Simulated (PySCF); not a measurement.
Geometry (Å), atoms numbered from 1 in this order:
```xyz
11

F     0.8352    0.7989    1.3763
C     1.5988    0.3477    0.3362
C     0.7933   -0.3102   -0.7546
N    -0.4326   -0.4841   -0.8355
Si   -1.8646   -0.1627    0.0652
H     2.1375    1.2117   -0.0724
H     2.3193   -0.3698    0.7478
H     1.4364   -0.6650   -1.5668
H    -1.8084    0.5234    1.3545
H    -2.6194    0.6308   -0.9043
H    -2.3901   -1.5180    0.2277
```

Geometry: GFN2-xTB; GIAO shifts from PySCF 2.14.0 with density-fitted response routines, gas phase, non-relativistic, averaged over equivalent atoms.

At PBE0/pcSseg-1 (122 basis functions, 16 s wall time on 1 thread of an Arm Neoverse N1, shared host):
```json
{"atoms": "F1", "δ (ppm)": "-255.9"}
{"atoms": "C3", "δ (ppm)": "170.5"}
{"atoms": "C2", "δ (ppm)": "92.7"}
{"atoms": "N4", "δ (ppm)": "370.1"}
{"atoms": "Si5", "δ (ppm)": "-62.9"}
{"atoms": "H8", "δ (ppm)": "8.39"}
{"atoms": "H6/H7", "δ (ppm)": "5.35"}
{"atoms": "H9/H10/H11", "δ (ppm)": "5.24"}
```

Referencing at the same level of theory: ¹⁹F (170.95 ppm) vs CFCl3; ¹³C (186.93 ppm), ²⁹Si (349.16 ppm), ¹H (31.72 ppm) vs TMS; NH3 for ¹⁵N (267.73 ppm).

Problem. Predict the values at KT3/6-31++G** on the same geometry.

Solution. 
```tsv
atoms	δ at KT3/6-31++G**	change
F1	-250.6	+5.3
C3	148.4	-22.1
C2	86.3	-6.4
N4	302.0	-68.1
Si5	-53.2	+9.7
H8	8.49	+0.10
H6/H7	5.39	+0.04
H9/H10/H11	5.38	+0.14
```

Shifts are taken against calculated references (same method and geometry level): CFCl3 for ¹⁹F (σ = 161.10 ppm); TMS for ¹³C (σ = 195.69 ppm) and ²⁹Si (σ = 395.28 ppm) and ¹H (σ = 31.99 ppm); ¹⁵N (σ = 269.10 ppm) against NH3.

The largest change is at N4 (imine nitrogen). Cost: 130 basis functions, 22 s wall time on 1 thread of an Arm Neoverse N1, shared host.

Unscaled 19F shifts against computed CFCl3 carry errors that often reach 10 to 50 ppm. Experimental scales use liquid or dissolved standards, which lie at an offset from isolated NH3 (liquid NH3: subtract about 20 ppm). Unscaled 15N shifts of sp2 nitrogen often come out too high even then, by a few to some tens of ppm.
